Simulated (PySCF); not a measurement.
One molecule, a ladder of functionals, a line

Molecule: `C/C=N/[SiH2]N`, C2H8N2Si.

Mapped SMILES: `[CH3:1]/[CH:2]=[N:3]/[SiH2:4][NH2:5]`; H(Xn) means a hydrogen on atom n.

GIAO shieldings (ppm, equivalent atoms averaged) in PySCF 2.14.0 with density-fitted response routines on the PBE0-D3(BJ)/def2-SVP geometry, basis pcSseg-2, gas phase, non-relativistic:

```tsv
functional	exact exchange (%)	σ(C1)	σ(N5)	σ(Si4)
BLYP	0	142.3	229.2	341.9
BP86	0	146.6	232.5	349.8
PBE	0	146.8	232.8	349.8
B3LYP	20	147.0	233.6	355.0
mPW1PW91	25	151.6	237.4	365.9
BHandHLYP	50	153.0	238.7	375.0
HF	100	161.9	245.7	412.1
```

**Question.** Fit each shielding as a line in the percentage of exact exchange.

**Answer.** σ(C1) = 145.3 + 0.17 x (rms 1.7 ppm); σ(N5) = 231.7 + 0.14 x (rms 1.4 ppm); σ(Si4) = 346.4 + 0.64 x (rms 3.5 ppm). The functionals also differ in their semilocal parts, which the line can't hold; Hartree–Fock has no correlation at all.

**Question.** What does the line predict for PBE0 (25 %), and what does the run give?

**Answer.** σ(C1): 149.6 predicted, 152.2 computed; σ(N5): 235.2 predicted, 237.9 computed; σ(Si4): 362.4 predicted, 366.4 computed ppm.
